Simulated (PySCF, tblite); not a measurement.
Species: methyl thiophene-2-carboxylate, C6H6O2S.
SMILES with atom numbers: `[CH3:1][O:2][C:3](=[O:4])[c:5]1[cH:6][cH:7][cH:8][s:9]1` (hydrogens: H10, H11, H12 on C1; H13 on C6; H14 on C7; H15 on C8)

Computed with GFN2-xTB (tblite), gas phase: nudged elastic band of 9 images (0 to 8), spring 0.2 eV/Å², climbing image at the end, force threshold 0.05 eV/Å. No saddle search or frequency run followed, so the top image need not be a first-order saddle, and its height can exceed the method's true barrier by a kcal/mol or more.

Path: rotation about C5–C3 (substituted aromatic carbon, ester carbonyl carbon), followed by the dihedral C6–C5–C3–O2.

Image 0 (start, dihedral 180°):
```
atom  x, y, z in Å
C1      3.072    0.317    0.355
O2      1.666    0.502    0.388
C3      0.905   -0.439   -0.198
O4      1.337   -1.429   -0.736
C5     -0.512   -0.110   -0.093
C6     -1.567   -0.846   -0.569
C7     -2.808   -0.244   -0.301
C8     -2.678    0.935    0.370
S9     -1.045    1.337    0.692
H10     3.502    0.957   -0.417
H11     3.304   -0.727    0.137
H12     3.461    0.601    1.331
H13    -1.432   -1.778   -1.087
H14    -3.753   -0.664   -0.593
H15    -3.457    1.596    0.698
```

Image 8 (end, +0.034 eV, dihedral 1°):
```
atom  x, y, z in Å
C1      2.979   -0.442    0.340
O2      1.558   -0.445    0.363
C3      0.933    0.447   -0.426
O4      1.501    1.230   -1.148
C5     -0.517    0.340   -0.301
C6     -1.262   -0.499    0.487
C7     -2.643   -0.300    0.331
C8     -2.926    0.682   -0.570
S9     -1.520    1.386   -1.246
H10     3.353    0.080    1.222
H11     3.338    0.059   -0.561
H12     3.305   -1.481    0.356
H13    -0.819   -1.223    1.147
H14    -3.393   -0.859    0.861
H15    -3.892    1.033   -0.876
```

**Question.** What do the inner images look like?

**Answer.** 
Image 1: +0.025 eV, dihedral -160°
```
atom  x, y, z in Å
C1      3.067    0.266    0.418
O2      1.662    0.469    0.433
C3      0.913   -0.349   -0.325
O4      1.356   -1.231   -1.020
C5     -0.509   -0.050   -0.180
C6     -1.558   -0.880   -0.479
C7     -2.805   -0.295   -0.200
C8     -2.688    0.971    0.288
S9     -1.055    1.468    0.445
H10     3.540    1.065   -0.155
H11     3.297   -0.699   -0.039
H12     3.417    0.292    1.449
H13    -1.419   -1.872   -0.869
H14    -3.748   -0.788   -0.353
H15    -3.474    1.645    0.565
```

Image 2: +0.097 eV, dihedral -139°
```
atom  x, y, z in Å
C1      3.059    0.190    0.467
O2      1.654    0.403    0.483
C3      0.922   -0.243   -0.436
O4      1.375   -0.967   -1.287
C5     -0.511    0.015   -0.248
C6     -1.526   -0.895   -0.365
C7     -2.789   -0.334   -0.097
C8     -2.717    0.993    0.192
S9     -1.106    1.579    0.186
H10     3.554    1.099    0.126
H11     3.301   -0.638   -0.202
H12     3.370   -0.043    1.485
H13    -1.358   -1.927   -0.612
H14    -3.709   -0.891   -0.117
H15    -3.523    1.667    0.405
```

Image 3: +0.193 eV, dihedral -117°
```
atom  x, y, z in Å
C1      3.046    0.089    0.503
O2      1.638    0.282    0.536
C3      0.931   -0.123   -0.525
O4      1.404   -0.611   -1.518
C5     -0.516    0.078   -0.298
C6     -1.477   -0.887   -0.232
C7     -2.764   -0.359    0.001
C8     -2.762    0.996    0.083
S9     -1.186    1.657   -0.086
H10     3.537    1.056    0.381
H11     3.314   -0.569   -0.325
H12     3.339   -0.357    1.453
H13    -1.264   -1.937   -0.326
H14    -3.648   -0.962    0.101
H15    -3.595    1.654    0.229
```

Image 4 (top): +0.246 eV, dihedral -91°
```
atom  x, y, z in Å
C1      3.028   -0.030    0.520
O2      1.612    0.105    0.566
C3      0.939    0.006   -0.583
O4      1.440   -0.175   -1.660
C5     -0.521    0.137   -0.336
C6     -1.418   -0.856   -0.085
C7     -2.733   -0.370    0.090
C8     -2.809    0.978   -0.037
S9     -1.280    1.688   -0.370
H10     3.487    0.957    0.599
H11     3.330   -0.500   -0.418
H12     3.321   -0.644    1.369
H13    -1.149   -1.895   -0.024
H14    -3.578   -1.000    0.299
H15    -3.673    1.607    0.046
```

Image 5: +0.212 eV, dihedral -66°
```
atom  x, y, z in Å
C1      3.005   -0.152    0.510
O2      1.584   -0.081    0.553
C3      0.940    0.133   -0.600
O4      1.474    0.262   -1.669
C5     -0.521    0.195   -0.363
C6     -1.355   -0.797    0.060
C7     -2.696   -0.370    0.166
C8     -2.852    0.938   -0.162
S9     -1.375    1.671   -0.640
H10     3.426    0.817    0.786
H11     3.339   -0.419   -0.494
H12     3.307   -0.906    1.233
H13    -1.024   -1.798    0.271
H14    -3.504   -1.009    0.473
H15    -3.749    1.524   -0.146
```

Image 6: +0.129 eV, dihedral -41°
```
atom  x, y, z in Å
C1      2.981   -0.267    0.476
O2      1.560   -0.237    0.501
C3      0.937    0.257   -0.581
O4      1.498    0.655   -1.569
C5     -0.519    0.254   -0.374
C6     -1.298   -0.712    0.201
C7     -2.660   -0.359    0.234
C8     -2.890    0.873   -0.295
S9     -1.459    1.611   -0.886
H10     3.374    0.623    0.971
H11     3.341   -0.296   -0.554
H12     3.289   -1.158    1.020
H13    -0.904   -1.643    0.566
H14    -3.434   -0.989    0.634
H15    -3.822    1.398   -0.366
```

Image 7: +0.060 eV, dihedral -20°
```
atom  x, y, z in Å
C1      2.968   -0.367    0.422
O2      1.548   -0.350    0.431
C3      0.934    0.367   -0.528
O4      1.508    0.977   -1.395
C5     -0.517    0.308   -0.359
C6     -1.259   -0.608    0.340
C7     -2.636   -0.335    0.292
C8     -2.918    0.785   -0.432
S9     -1.516    1.514   -1.091
H10     3.345    0.367    1.137
H11     3.343   -0.129   -0.575
H12     3.276   -1.367    0.722
H13    -0.819   -1.442    0.854
H14    -3.385   -0.940    0.770
H15    -3.877    1.228   -0.609
```

The largest changes of bonds and angles from start to top: C3–C5 1.458 → 1.486 Å, C5–C6 1.371 → 1.361 Å, O2–C3 1.344 → 1.336 Å, C6–C7 1.405 → 1.413 Å, C7–C6–H13 125.0 → 123.9°, C5–C6–H13 122.5 → 123.4°, O2–C3–C5 111.1 → 110.2°. GFN2-xTB torsional profiles can miss by a kcal/mol or more and can put conformers in the wrong order.

**Question.** What do single points at PBE0/pcSseg-1 (PySCF, no dispersion term) give on some images?

**Answer.** 
| image | GFN2-xTB E (eV) | DFT E (eV) | HOMO (eV) | LUMO (eV) | dipole (D) |
| --- | --- | --- | --- | --- | --- |
| 0 | 0.000 | 0.000 | -7.27 | -1.56 | 1.75 |
| 2 | 0.097 | 0.162 | -7.18 | -1.30 | 1.80 |
| 4 | 0.246 | 0.402 | -7.06 | -0.67 | 2.01 |
| 6 | 0.129 | 0.180 | -7.19 | -1.28 | 2.36 |
| 8 | 0.034 | 0.010 | -7.28 | -1.56 | 2.47 |

Energies count from image 0 at each level. At the GFN2-xTB top the DFT energy is 9.3 kcal/mol against 5.7; the geometries weren't optimised at the DFT level.

The cost below is that of the whole band run. On one thread of an Intel Xeon Platinum 8488C, no GPU, shared host with 96 logical CPUs at a one-minute load of 56, this took 4.3 s and 0.18 GiB of memory at its peak.
